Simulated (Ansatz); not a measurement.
Reactions of GaH₃OS₂ (`[OH][Ga]([SH])[SH]`).

Isolated molecules relaxed with PBE0-D4/def2-TZVP in Ansatz; ΔE leaves out vibrations. CBS: MP2 limit from def2 TZ/QZ plus the TZ coupled-cluster correction, frozen cores. This one scheme is used for every species, atoms too. No spin–orbit coupling; open shells (•) take unrestricted orbitals. Spin–orbit coupling would lower the free atoms: a little for O, S; clearly for Ga. Bonds to Ga are less sure, by a few kJ/mol each and by 10 to 20 or more in all where they break to atoms, as the def2 sets lack core-valence functions. Scalar relativity is left out up to krypton. One conformer a species, not always the lowest.

```json
{"reaction": "`[OH][Ga]([SH])[SH]` → Ga• + 3 H• + O• + 2 S•", "CCSD(T)/CBS(def2) (eV)": "?"}
{"reaction": "`[OH][Ga]([SH])[SH]` → `[SH][Ga][SH]`• + `[OH]`•", "CCSD(T)/CBS(def2) (eV)": "4.75"}
{"reaction": "`[OH][Ga]([SH])[SH]` + CH₃OH → `C[O][Ga]([SH])[SH]` + H₂O", "CCSD(T)/CBS(def2) (eV)": "-0.03"}
{"reaction": "`[OH][Ga]([SH])[SH]` + H₂ → `[SH][GaH][SH]` + H₂O", "CCSD(T)/CBS(def2) (eV)": "0.33"}
```

Task: Fill in the missing values. (An estimate is asked.)

Result: Computed: `[OH][Ga]([SH])[SH]` → Ga• + 3 H• + O• + 2 S•: +22.52 eV.

Largest T1 diagnostic: 0.015, for `[SH][Ga][SH]`•.
